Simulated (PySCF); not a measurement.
ClF₃HMoN, SMILES [NH]=[Mo]([F])([F])([F])[Cl], multiplicity 1.

Geometry optimised at B3LYP-D3(BJ)/def2-SVP. The multiplicity is an assumed one; no other spin state was optimised. The structure was generated by enumeration; whether it is a known compound was not checked. The def2 effective core potentials stand for the cores of Mo; spin–orbit coupling is left out.

Level of theory: PBE/def2-TZVP in PySCF.

Isolated molecule, no solvent.

Computed frontier levels, gap, dipole moment and polarisability:
```yaml
highest_occupied_level: -8.04 eV
lowest_empty_level: -5.22 eV
orbital_gap: 2.82 eV
dipole_moment: 2.88 D
quadrupole, principal values (traceless, Buckingham form, about the centre of nuclear charge): -8.38, -6.88, 15.26 D·Å
mean_static_polarisability: 63.6 bohr³ (9.42 Å³)
polarisability_principal_values: 53.8, 58.4, 78.5 bohr³
```
